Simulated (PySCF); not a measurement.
## Low-lying terms of Te(4+) (tellurium, charge +4)

Ground state [Kr] 4d10 5s2, ¹S. Calculation: PySCF 2.14, in aug-cc-pVDZ-PP with two added diffuse shells each of s, p, d type with ECP28MDF (7s6p5d, 50 functions); a scalar-relativistic core potential. Vertical excitation energies in eV without spin-orbit coupling; excited terms of each kind are numbered among those the solver found. Frozen: 4s2 4p6.

```
 term  leading excitation  EOM-EE-CCSD
1 3P°              5s → p        9.622
1 1P°              5s → p       14.256
 1 3D              5s → d       26.426
 1 3S              5s → s       29.120
 1 1D              5s → d       29.402
 1 1S              5s → s       29.893
2 3P°              5s → p       33.548
2 1P°              5s → p       33.925
 2 3D              5s → d       39.623
 2 1D              5s → d       39.972
```

Only the lower part of the computed list is shown. Doubly excited terms such as np² are absent. The solver can miss terms.
